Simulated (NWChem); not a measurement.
System: GeF cation, singlet

The following NWChem deck was run.

```
start job
memory heap 200 mb stack 900 mb global 1100 mb
charge 1
geometry units angstroms noautoz
  F      0.000000     0.000000    -1.332319
  Ge     0.000000     0.000000     0.376597
end
basis spherical
  * library def2-svp
end
dft
  xc hfexch
  iterations 150
  mulliken
end
task dft energy
```

Low-valent species are run as closed-shell singlets; no triplet was tried in these runs. Geometry: optimised at PBE-D3(BJ)/def2-SVP.

Task: Give the results of this calculation. (Hartree-Fock/def2-SVP.) Quantities: energy (Ha); highest occupied level (eV); orbital gap (eV).

Result: 
```
Item                            Value
---------------------------  --------
energy (Ha)                  -2174.20
highest occupied level (eV)    -20.73
orbital gap (eV)                13.99
```
